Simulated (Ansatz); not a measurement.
Input file for CH7BN2OSi:

```yaml
crystal:
  periodic: [false, false, false]
  atoms:
    - {symbol: B, position_ang: [-0.377774, -1.974083, -0.222954]}
    - {symbol: Si, position_ang: [-0.221290, -0.440304, 0.975690]}
    - {symbol: N, position_ang: [1.065069, -1.222107, -0.147731]}
    - {symbol: N, position_ang: [-0.559334, 1.193857, 0.608965]}
    - {symbol: C, position_ang: [-0.327578, 1.945021, -0.363489]}
    - {symbol: O, position_ang: [-0.811330, 3.187785, -0.472829]}
    - {symbol: H, position_ang: [-0.928499, -1.761177, -1.267277]}
    - {symbol: H, position_ang: [-0.357286, -3.081244, 0.232001]}
    - {symbol: H, position_ang: [0.398895, -0.456722, 2.323279]}
    - {symbol: H, position_ang: [1.831720, -1.733227, 0.266650]}
    - {symbol: H, position_ang: [1.373082, -0.758678, -0.990536]}
    - {symbol: H, position_ang: [0.286916, 1.718859, -1.241365]}
    - {symbol: H, position_ang: [-1.352290, 3.347220, 0.314496]}
basis:
  gaussian: {orbitals: def2-TZVPP}
correlation: {method: ccsd_t}
```

```sh
$ ansatz run in.yaml --threads 4 --pin off --events-out ev --progress --plain --max-ram 10444MiB
```

The program prints (abridged):

```
Functional definition: HF
1753 factors; integrals over basis functions are off by at most 1.1e-3 eV
mean field evaluation 1: about -14673.2894 eV, gradient 4.9e1 eV
mean field evaluation 2: about -14673.6440 eV, gradient 4.9e1 eV
mean field evaluation 4: about -14678.9534 eV, gradient 4.7e0 eV
mean field evaluation 8: about -14679.0459 eV, gradient 4.4e-1 eV
mean field evaluation 16: about -14679.0475 eV, gradient 1.1e-6 eV
mean field -14679.04749729 eV, -539.4450457097 hartree, gradient 1.1e-6 eV, S^2 0.000000; 0 other end points of the search recorded, 0 dependent functions left out
10 core orbitals not correlated: weight in the atoms' cores, before any rotation towards them, 1.000 or more for the frozen orbitals, at most 0.000 for the correlated occupied ones
reference -14679.04749729 eV, -539.4450457097 hartree; 17, 17 occupied and 268, 268 virtual orbitals, 1753 factors
second order -28.48501869 eV of doubles, -0.00000000 eV of singles
cycle   1  -28.64356917 eV  change   -1.6e-1 eV  update   1.2e-1
cycle   2  -29.37898686 eV  change   -7.4e-1 eV  update   3.7e-2
cycle   3  -29.54751878 eV  change   -1.7e-1 eV  update   2.0e-2
cycle   4  -29.52961795 eV  change    1.8e-2 eV  update   5.2e-3
cycle   5  -29.52808748 eV  change    1.5e-3 eV  update   2.6e-3
cycle   6  -29.52916395 eV  change   -1.1e-3 eV  update   8.0e-4
cycle   7  -29.52873939 eV  change    4.2e-4 eV  update   3.5e-4
cycle   8  -29.52859799 eV  change    1.4e-4 eV  update   1.2e-4
cycle   9  -29.52865722 eV  change   -5.9e-5 eV  update   5.4e-5
cycle  10  -29.52865877 eV  change   -1.5e-6 eV  update   1.9e-5
perturbative correction -1.28110512 eV, -0.0470797446 hartree
Total energy: -14709.85726117 eV, -540.5772836488 hartree
```

It took 20 min on 4 threads of an Arm Neoverse V1 on a shared host, with 3.9 GiB of host memory at the peak.

Correlation energy per correlated electron: -0.906 eV. T1 diagnostic: 0.0140.
